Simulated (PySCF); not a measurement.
Isomers of C6H5BrS. Method: PBE0-D3(BJ)/def2-SVP geometry optimisation, gas phase (PySCF 2.14.0). Energies are electronic, without zero-point or thermal terms, for one conformer each. No frequencies were run at this level. Point groups hold within 0.08 Å.

Task: Order them by energy at this level, lowest first, and give relative energies in kJ/mol.
A. `[SH:1][c:2]1[cH:3][cH:4][c:5]([Br:6])[cH:7][cH:8]1` with H–S1–C2–C3 0°
B. `[SH:1][c:2]1[cH:3][cH:4][cH:5][cH:6][c:7]1[Br:8]` with H–S1–C2–C3 180°

Result: B (0.0), A (2.3).

Neighbours under 10 kJ/mol apart (Sc1ccccc1Br and Sc1ccc(Br)cc1) can change places with a better method, another conformer or zero-point energy.

```
       SMILES       E (Eh)  E rel (kJ/mol)  dipole (D)  point group       A, B, C (MHz)
  Sc1ccccc1Br  -3202.69686             0.0        1.17           Cs  1655, 983.8, 617.0
Sc1ccc(Br)cc1  -3202.69599             2.3        1.43           Cs  5586, 447.2, 414.0
```

Task: As an exercise, what shares would exp(−E/RT) give at 1000 K from these electronic energies alone (no entropy, no degeneracies)?

Result: RT = 8.314 kJ/mol: Sc1ccccc1Br 56.8 %, Sc1ccc(Br)cc1 43.2 %.
